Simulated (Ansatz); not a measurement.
The same path of GeH4 (5 atoms, charge 0, multiplicity 1) was run twice with different band settings. Made: H2–H3.

Method: Ansatz, RKS PBE-D4/def2-SVPD.

Relaxed end points:

```xyz
5
Properties=species:S:1:pos:R:3
Ge 0.255 0.000 0.181
H 0.255 0.000 1.726
H 1.712 0.000 -0.334
H -0.473 1.262 -0.335
H -0.473 -1.262 -0.335
```

```xyz
5
Properties=species:S:1:pos:R:3
Ge 0.240 0.001 -0.786
H 0.784 0.002 1.136
H 1.466 -0.001 0.679
H -0.607 1.154 -0.061
H -0.606 -1.155 -0.065
```

Common settings: movable images 7; climbing image yes; spring 5.0 eV/Å²; optimiser quadratic models (default); start path through a guess of the saddle point; force threshold 0.05 eV/Å; end points relaxed.

| run | iteration limit |
| --- | --- |
| 1 | 60 |
| 2 | 10 |

Question: What does each run give, and how far can it be trusted?

Answer: Run 1: converged after 9 iterations, highest image 1.994 eV above the first end. A vibrational analysis at the climbing image gives one clearly imaginary mode, 1066i cm⁻¹: a first-order saddle point.
Run 2: converged after 9 iterations, highest image 1.994 eV above the first end. Another band between the same ends (7 images) ends at a top of the same energy, where a vibrational analysis finds 1 clearly imaginary mode.
